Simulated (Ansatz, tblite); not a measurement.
Cost and result up the ladder for Sn(OH)4 (SnO4H4) (9 atoms). The state is a singlet with charge 0. Geometry: r2SCAN-D4/def2-SVP.

```tsv
atom	x (Å)	y (Å)	z (Å)
Sn1	-0.0003	-0.0001	-0.0005
O2	1.9427	0.0486	-0.3456
H3	2.1110	0.0536	-1.3001
O4	-0.2078	-0.8549	1.7667
H5	0.5276	-1.4648	1.9297
O6	-0.7965	-0.9256	-1.5517
H7	-1.7137	-0.6382	-1.6757
O8	-0.9389	1.7316	0.1310
H9	-0.9241	2.0498	1.0464
```

Ansatz on 4 threads of Arm Neoverse V2 on a shared host; xTB runs through tblite on one thread. Times are rough, summed over both states, and most runs start from the orbitals of an earlier one. PBE0-D4/def2-TZVP serves as the yardstick here, not as an exact answer. The other state is a doublet.

In the def2 sets Sn takes a core potential; there is no spin–orbit coupling. The xTB rows come from tblite. HOMO above LUMO, or a gap near zero within one spin, warns that the state may not be the lowest or that an electron is smeared out.

Raw xTB energies of ions are shifted by several eV.

```csv
level,functions,wall time,vertical IE (eV),difference from PBE0-D4/def2-TZVP (eV),remarks
GFN2-xTB,29,0.007 s,15.91,4.70,–
GFN1-xTB,33,0.009 s,17.43,6.22,–
PBE-D4/def2-TZVP (with forces),198,5.1 s,10.37,-0.84,gap within one spin near zero (+1 doublet)
r2SCAN-D4/def2-TZVP,198,11 s,10.67,-0.54,gap within one spin near zero (+1 doublet)
PBE0-D4/def2-TZVP,198,15 s,11.21,0.00,–
```
